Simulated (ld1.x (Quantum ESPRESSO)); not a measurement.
Si (Z = 14), RRKJ: configuration errors across variants

* Element: silicon
* Generator: ld1.x (Quantum ESPRESSO) 7.5
* Type: norm-conserving RRKJ (Kleinman–Bylander form)
* Functional: PBE
* Relativity: scalar-relativistic
* Frozen core: [Ne]
* Valence charge: 4
* Reference configuration: 3s1.5 3p2.5
* Partial waves: 3s (bound): rc 1.70 bohr; 3p (bound): rc 1.50 bohr
* Local potential: all-electron potential smoothed inside 1.70 bohr (lloc = -1)
* Core correction: Bessel-smoothed model core inside 0.75 bohr
* rho0: 0.02

All-electron excitation energies from the reference (eV): (1) 3s2 3p2 -3.387; (2) 3s2 3p1 4.353; (3) 3s2 3p0 20.346; (4) 3s2 3p2.3 -4.317; (5) 3s1 3p3 3.427; (6) 3s1 3p0 54.317; (7) 3s2 3p1.5 -0.466.

2 further variants failed, have other tests or another functional or relativity, and are left out.

Errors AE − PS in meV (a dash: test not solved or not reliable):

| change | (1) | (2) | (3) | (4) | (5) | (6) | (7) | bound ghosts |
| --- | --- | --- | --- | --- | --- | --- | --- | --- |
| base | +0.4 | +1.7 | +16 | +1.0 | +0.2 | +56 | +0.1 | none |
| wave 3p (bound): rc 1.50 bohr becomes 3p (bound): rc 2.14 bohr | -1.0 | +0.3 | +24 | -0.3 | -1.3 | +99 | -1.5 | none |
| local potential all-electron potential smoothed inside 1.92 bohr (lloc = -1) | +0.4 | +1.6 | +15 | +0.9 | +0.2 | +52 | +0.1 | none |
| all radii but the core radius scaled by about 1.22 (s 2.08, p 1.82 bohr); local potential all-electron potential smoothed inside 2.08 bohr (lloc = -1) | -1.5 | -1.1 | +18 | -0.7 | -1.8 | +74 | -2.3 | none |

Give the same row for: local potential the s channel.

+0.2, +1.3, +11, +0.7, +0.1, +37, 0.0; bound ghosts: none.
